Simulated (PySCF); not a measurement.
SCF from a fresh guess for singlet SnH₄, at the PBE0 minimum. PySCF input:

```python
from pyscf import gto, scf, dft
mol = gto.M(atom='''
Sn     0.000000     0.000000     0.000000
H      1.391009    -0.000072     0.983592
H     -1.391009    -0.000000     0.983592
H      0.000036     1.391045    -0.983541
H     -0.000036    -1.390973    -0.983643''',
    basis={'Sn': 'def2-TZVP', 'H': 'def2-TZVP'},
    ecp={'Sn': 'def2-TZVP'},
    charge=0, spin=0)
mf = dft.RKS(mol, xc='PBE0')
mf.grids.atom_grid = (50, 194)
aux = {'Sn': 'def2-universal-JKFIT', 'H': 'def2-universal-JKFIT'}
mf = mf.density_fit(auxbasis=aux)
mf.conv_tol = 1e-08
mf.diis_space = 10
mf.max_cycle = 60
mf.init_guess = 'minao'
mf.verbose = 4
mf.kernel()
```

Excerpt of the output (cycles and frontier levels):

```
init E= -179.538120795017
  HOMO = -0.803450708597521  LUMO = -0.41834735519398  gap/eV = 10.47920
cycle= 1 E= -215.48250359863  delta_E= -35.9  |g|= 2.51  |ddm|= 31.4
  HOMO = -0.150962438422391  LUMO = 0.0951987068540227  gap/eV = 6.69839
cycle= 2 E= -214.940222036737  delta_E= 0.542  |g|= 3.58  |ddm|= 6.67
  HOMO = -0.315254271153545  LUMO = 0.0369922706725775  gap/eV = 9.58512
cycle= 3 E= -216.659058232816  delta_E= -1.72  |g|= 0.154  |ddm|= 2.48
  HOMO = -0.338077190627033  LUMO = 0.0238574489946333  gap/eV = 9.84874
cycle= 4 E= -216.664582921613  delta_E= -0.00552  |g|= 0.0199  |ddm|= 0.246
  HOMO = -0.336572715756013  LUMO = 0.0253004346806686  gap/eV = 9.84707
cycle= 5 E= -216.664742032244  delta_E= -0.000159  |g|= 0.0019  |ddm|= 0.0446
  HOMO = -0.336872021147483  LUMO = 0.0250875679126523  gap/eV = 9.84942
cycle= 6 E= -216.664743270624  delta_E= -1.24e-06  |g|= 0.000118  |ddm|= 0.00387
  HOMO = -0.336813372292902  LUMO = 0.0251347395433145  gap/eV = 9.84911
cycle= 7 E= -216.664743273786  delta_E= -3.16e-09  |g|= 8.3e-06  |ddm|= 0.000197
  HOMO = -0.33681861322912  LUMO = 0.0251308814715291  gap/eV = 9.84915
Extra cycle  E= -216.66474327381  delta_E= -2.31e-11  |g|= 2.4e-06  |ddm|= 1.82e-05
converged SCF energy = -216.66474327381
```

No lower solution of this spin was found by a stability analysis within the restricted form, which does not test spin polarisation.

The search for the lowest solution, with the stability check, took 2.3 s on 2 threads of a shared Intel Xeon Platinum 8488C (Sapphire Rapids) host, with 74 basis functions; the process peaked at 0.34 GiB.
